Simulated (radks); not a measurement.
All-electron atom: Ar+ in [Ne] 3s2 3p5. Calculated with a radial shooting solver on a logarithmic mesh with Libxc functionals: scalar-relativistic Kohn-Sham, PBE, spin-polarised, spherical densities, finite nucleus; open shells are filled with parallel spins first; Fermi nuclear charge, rms radius 3.4274 fm. Some entries of the table are withheld. Estimate them.

| orbital | occ. | eigenvalue (eV) | <r> (bohr) | <r^2> (bohr^2) |
|---|---|---|---|---|
| 1s up | 1 | -3134.601 | 0.08573 | 0.009889 |
| 1s down | 1 | -3134.396 | 0.08573 | 0.009888 |
| 2s up | 1 | -310.9395 | 0.4140 | 0.2034 |
| 2s down | 1 | -310.7599 | 0.4139 | 0.2033 |
| 2p up | 3 | -243.9105 | 0.3765 | 0.1762 |
| 2p down | 3 | -243.6504 | 0.3765 | 0.1761 |
| 3s up | 1 | -37.2213 | 1.366 | 2.157 |
| 3s down | 1 | -36.0884 | 1.371 | 2.176 |
| 3p up | 3 | -22.6053 | (1) | 2.828 |
| 3p down | 2 | -21.5537 | (2) | 2.888 |

Answer. 
(1) 3p up <r> (bohr): 1.547
(2) 3p down <r> (bohr): 1.561
